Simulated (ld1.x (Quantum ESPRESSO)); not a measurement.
# Al PAW: all-electron and pseudo phase curves

ld1.x (Quantum ESPRESSO) 7.5 input, shortened:

```
&input
   title='Al', zed=13., rel=0, dft='PBESOL', iswitch=3,
   config='[Ne] 3s2 3p1 3d-2'
 /
 &inputp
   pseudotype=3, lpaw=.true., tm=.true., lloc=-1, rcloc=0.80,
   nlcc=.true., new_core_ps=.true., rcore=0.70,
   which_augfun='BG', rmatch_augfun=0.90
 /
5
2S  1  0   2.00   0.00  0.95  1.10  0.0
3S  2  0   2.00   0.00  0.95  1.10  0.0
2P  2  1   6.00   0.00  0.90  0.95  0.0
3P  3  1   1.00   0.00  0.90  0.95  0.0
3D  3  2  -2.00  -0.20  0.85  0.95  0.0
 &test
   configts(1)='2s2 2p6 3s2 3p1'
 /
```

The phase is arctan(r·u′/u) with u = r·R(r), unwrapped; energies in Ry, scanned from -10 to 5 Ry. A pole is an energy at which the radial function vanishes at the test radius. The pseudo phase is shifted by a multiple of π to meet the all-electron one at the reference energy, and phase errors are pseudo minus all-electron; the curves can meet again beyond the range given. Levels narrower than the energy grid can be missing from the lists of poles.

```csv
channel,radius (bohr),reference energy (Ry),"poles, all-electron","poles, pseudo",unbroken range about the reference energy with phases within 0.05 rad,phase error 1 Ry above the reference energy (rad)
s,1.20,-0.57,-6.86,-6.86,the whole range,+0.000
p,1.20,-0.20,-4.16,-4.16,the whole range,-0.000
d,1.20,-0.20,none,none,the whole range,+0.000
```

The ghost test of this file was not conclusive. Its overlap operator is not positive definite in a basis up to 400 Ry (lowest eigenvalue s -0.04), so the file is unfit for use: the generalised eigenproblem breaks down once the basis is large enough, and its test numbers describe a broken file.

Phases in the d channel:

```csv
E (Ry),all-electron,pseudo
-10.00,1.323,1.323
-9.52,1.318,1.318
-9.04,1.312,1.313
-8.56,1.307,1.307
-8.08,1.300,1.300
-7.60,1.294,1.294
-7.12,1.286,1.286
-6.64,1.278,1.279
-6.16,1.270,1.270
-5.68,1.261,1.261
-5.20,1.251,1.251
-4.72,1.240,1.240
-4.24,1.228,1.228
-3.76,1.215,1.215
-3.28,1.200,1.200
-2.80,1.183,1.183
-2.32,1.165,1.165
-1.84,1.143,1.143
-1.36,1.119,1.119
-0.88,1.091,1.091
-0.40,1.058,1.058
0.08,1.018,1.018
0.56,0.971,0.971
1.04,0.912,0.912
1.52,0.840,0.840
2.00,0.748,0.748
2.48,0.629,0.629
2.96,0.475,0.476
3.44,0.278,0.280
3.92,0.040,0.043
4.40,-0.223,-0.219
4.88,-0.478,-0.473
```
